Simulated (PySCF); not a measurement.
A structure optimised at PBE0-D3(BJ)/def2-TZVP, used in a PySCF frequency run:

```
Si
H 1 1.4923
H 1 1.4923 2 106.71
H 1 1.4923 2 106.71 3 113.80
Mg 1 2.5561 2 112.11 4 123.10
Cl 5 2.1899 2 156.09 1 180.00
```

**Question.** Write its SMILES, formula and point group.

**Answer.** [SiH3][Mg][Cl], ClH3MgSi, C3v

**Question.** What are its rotational constants (standard atomic weights)?

**Answer.** 87.430, 1.3104, 1.3104 GHz
